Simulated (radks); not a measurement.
The beryllium ion Be+, configuration [He] 2s1. Calculated with a radial shooting solver on a logarithmic mesh with Libxc functionals: scalar-relativistic Kohn-Sham, PBE, spin-polarised, spherical densities, point nucleus; open shells are filled with parallel spins first.

Unscreened Slater integrals over Kohn-Sham orbitals (eV). They are taken over the spin-up orbitals.

| integral | value |
|---|---|
| F0(2s,2s) | 10.922 |
| F0(2s,1s) | 15.227 |
| G0(2s,1s) | 1.1213 |
| F0(1s,1s) | 61.356 |
